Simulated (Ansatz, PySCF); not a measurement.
Spin states of COW (SMILES [O+]#[C-]->[W]), each relaxed with B3LYP-D3(BJ)/def2-TZVP.
State 1 (charge 0, multiplicity 5):
```
atom    x (Å)    y (Å)    z (Å)
----  -------  -------  -------
W     -1.0716  -0.8569  -0.9771
O      0.8896   0.7569   0.7864
C      0.1488   0.1474   0.1203
```
State 2 (charge 0, multiplicity 3):
```xyz
3

W     -1.0643    -0.8508    -0.9706
O      0.8843     0.7524     0.7816
C      0.1469     0.1457     0.1185
```

Singlets are restricted, other states unrestricted; no spin–orbit coupling, no relativity up to Kr; see below for the cores. The largest T1 diagnostic is 0.052.

The values were computed with Ansatz (a first-principles code); PySCF for the dispersion terms.  In def2 rows elements past Kr take small-core potentials, without spin–orbit coupling.

Q: What energy of the multiplicity-3 state less that of the multiplicity-5 state does wB97X-V/def2-TZVPP give?

A: 3.0 kcal/mol

Q: Estimate the energy of the multiplicity-3 state less that of the multiplicity-5 state that CAM-B3LYP-D4/def2-TZVPP returns for this input.

A: 4.5 kcal/mol

Q: What is the computed energy of the multiplicity-3 state less that of the multiplicity-5 state (SVWN5/def2-TZVPP)?

A: 7.0 kcal/mol

Doubts at one or more of the structures used: a spin-contaminated determinant (SVWN5/def2-TZVPP, CAM-B3LYP-D4/def2-TZVPP, wB97X-V/def2-TZVPP).
